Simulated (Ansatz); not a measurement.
This geometry of C3H12BNSi (18 atoms, charge 0, multiplicity 1) is a first-order saddle point.

These are results of RKS B3LYP/6-31G* (Ansatz 0.2.0), not measurements.

```xyz
18
Properties=species:S:1:pos:R:3
C 0.463 -2.134 -0.403
C 1.278 -0.845 -0.214
B 0.540 0.559 -0.329
N 1.305 1.830 -0.156
C -0.996 0.694 -0.590
Si -1.920 0.934 1.052
H 1.086 -3.030 -0.299
H 0.000 -2.172 -1.396
H -0.344 -2.209 0.335
H 1.789 -0.868 0.764
H 2.114 -0.826 -0.935
H 2.086 1.843 -0.817
H 1.774 1.824 0.754
H -1.207 1.604 -1.167
H -1.455 -0.173 -1.081
H -1.772 -0.265 1.926
H -1.403 2.110 1.800
H -3.375 1.137 0.807
```

Problem. Which two structures does it join? (They come from a converged band through this point; their orientation in space is the band's.)

Solution. No bond is made or broken. The height of N4 over the plane of its neighbours goes from 0.00 to 0.00 Å. The two ends are copies of one structure, up to a mirror image or an exchange of like atoms.

Initial state:

```xyz
18
Properties=species:S:1:pos:R:3
C 0.578 -2.094 -0.228
C 1.274 -0.827 -0.762
B 0.595 0.550 -0.339
N 1.390 1.554 0.242
C -0.955 0.831 -0.560
Si -1.942 0.790 1.051
H 1.065 -3.007 -0.591
H -0.472 -2.139 -0.540
H 0.592 -2.128 0.868
H 2.335 -0.848 -0.473
H 1.270 -0.870 -1.864
H 2.377 1.434 0.427
H 1.039 2.461 0.520
H -1.114 1.829 -0.995
H -1.403 0.108 -1.254
H -1.710 -0.469 1.812
H -1.547 1.927 1.932
H -3.409 0.907 0.806
```

Final state:

```xyz
18
Properties=species:S:1:pos:R:3
C 0.577 -2.095 -0.223
C 1.273 -0.828 -0.758
B 0.594 0.551 -0.341
N 1.391 1.557 0.234
C -0.955 0.832 -0.562
Si -1.941 0.789 1.050
H 1.064 -3.008 -0.587
H -0.474 -2.139 -0.535
H 0.591 -2.129 0.873
H 2.334 -0.848 -0.466
H 1.271 -0.872 -1.860
H 1.042 2.467 0.508
H 2.378 1.438 0.419
H -1.114 1.830 -0.995
H -1.404 0.109 -1.256
H -1.711 -0.471 1.810
H -1.546 1.924 1.934
H -3.408 0.905 0.807
```

Problem. How far does it lie above each of them?

Solution. 103.3 kJ/mol above the first and 103.3 kJ/mol above the second. This is the barrier of this one path; another mechanism may lie lower.

The run took 7.3 min on 2 threads of Arm Neoverse V2, on a shared host, peak memory 0.3 GiB.
